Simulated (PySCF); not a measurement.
## Complete the spectrum of C5H9OPSi2

Species: C5H9OPSi2.
Structure used (PBE0-D3(BJ)/def2-SVP), in Å, numbered top down from 1:
```xyz
18
C5H9OPSi2 angstrom
C     -0.476    3.774    0.197
C     -0.336    2.750   -0.444
Si    -0.106    1.211   -1.416
C     -1.194   -0.081   -0.735
C     -1.811   -1.009   -0.239
C     -2.526   -2.120    0.353
O      1.465    0.705   -1.283
Si     2.489    0.010   -0.172
P      1.487   -1.742    0.858
H     -0.600    4.682    0.762
H     -0.384    1.473   -2.847
H     -1.832   -2.954    0.550
H     -3.320   -2.483   -0.318
H     -2.990   -1.828    1.307
H      2.942    1.052    0.797
H      3.668   -0.531   -0.907
H      0.858   -0.935    1.854
H      2.656   -1.969    1.655
```

Method used: PySCF, TDDFT CAM-B3LYP/def2-SVPD, vertical, gas phase, core orbitals frozen in the response.

Lowest singlets, with some entries withheld (?).

```
state  E (eV)       f  main configurations (H = HOMO, L = LUMO)
   S1       ?       ?                                         ?
   S2    5.87  0.0009      H-3→L (29%), H-2→L (17%), H-4→L (9%)
   S3    5.94  0.0012   H-2→L (20%), H-3→L (16%), H-1→L+1 (15%)
   S4       ?       ?                                         ?
   S5    6.19  0.0017   H-4→L (24%), H-3→L+1 (12%), H-3→L (11%)
   S6    6.26  0.0013              H-4→L+1 (28%), H-3→L+1 (16%)
```

Question: Supply the missing values.

Answer: 
- S1: E = 5.65 eV; f = 0.0008; H-1→L (64%)
- S4: E = 6.05 eV; f = 0.0010; H-2→L+1 (35%), H→L+1 (9%), H-2→L+2 (8%)

Question: What is the mean static polarisability from the same response equations?

Answer: 135.6 au (20.10 Å³), with principal values 114.3, 128.0 and 164.5 au.

Question: How far apart are S3 and S5, in eV and cm⁻¹?

Answer: 6.189 − 5.942 = 0.247 eV, or about 1990 cm⁻¹.

One conformer stands for the species.
